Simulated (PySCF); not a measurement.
Nonlinear optical response: SMILES O=CC1=C[C@@H]2C=C[C@H]1C2, C$_{8}$H$_{8}$O

Geometry:
```tsv
atom	x (Å)	y (Å)	z (Å)
O1	2.969	0.673	0.392
C2	2.327	0.357	-0.583
C3	0.919	-0.021	-0.552
C4	0.129	-0.331	-1.597
C5	-1.269	-0.584	-1.037
C6	-1.768	0.757	-0.477
C7	-0.986	1.063	0.562
C8	0.042	-0.065	0.702
C9	-0.861	-1.255	0.299
H10	2.793	0.335	-1.602
H11	0.405	-0.351	-2.653
H12	-1.962	-1.119	-1.698
H13	-2.573	1.349	-0.915
H14	-1.007	1.962	1.178
H15	0.595	-0.114	1.647
H16	-0.304	-2.195	0.162
H17	-1.713	-1.407	0.978
```

Computed with PySCF 2.14.0, quadratic response CAM-B3LYP/aug-cc-pVDZ first hyperpolarisability, Taylor convention, gas phase. Geometry: PBE0-D3(BJ)/def2-SVP.

Problem. What is the first hyperpolarisability, and how does it disperse?

Solution. In au, Taylor convention; the vector part is βᵢ = ⅓ Σⱼ (βᵢⱼⱼ + βⱼᵢⱼ + βⱼⱼᵢ); β∥ is 3/5 of the vector part along the dipole, the dipole points from − to +:
| process | λ (nm) | β vector norm | β∥ | β HRS | depolarisation ratio |
| --- | --- | --- | --- | --- | --- |
| static β(0;0,0) | ∞ | 194.4 | 51.8 | 87.0 | 4.00 |
| second harmonic β(−2ω;ω,ω) | 1907 | 212.9 | 60.8 | 94.9 | 4.07 |
| Pockels β(−ω;ω,0) | 1907 | 200.3 | 54.7 | – | – |
| second harmonic β(−2ω;ω,ω) | 1064 | 266.7 | 87.1 | 118.0 | 4.22 |
| Pockels β(−ω;ω,0) | 1064 | 214.3 | 61.5 | – | – |

Problem. Which lowest excitations, dipole and polarisabilities go with it?

Solution. S1 3.81 eV (f = 0.000); S2 4.55 eV (f = 0.034); S3 5.41 eV (f = 0.111); dipole 3.66 D; isotropic α 90.4 au static, 90.7 au at 1907 nm, 91.4 au at 1064 nm, 91.6 au at 953.5 nm, 94.7 au at 532 nm.
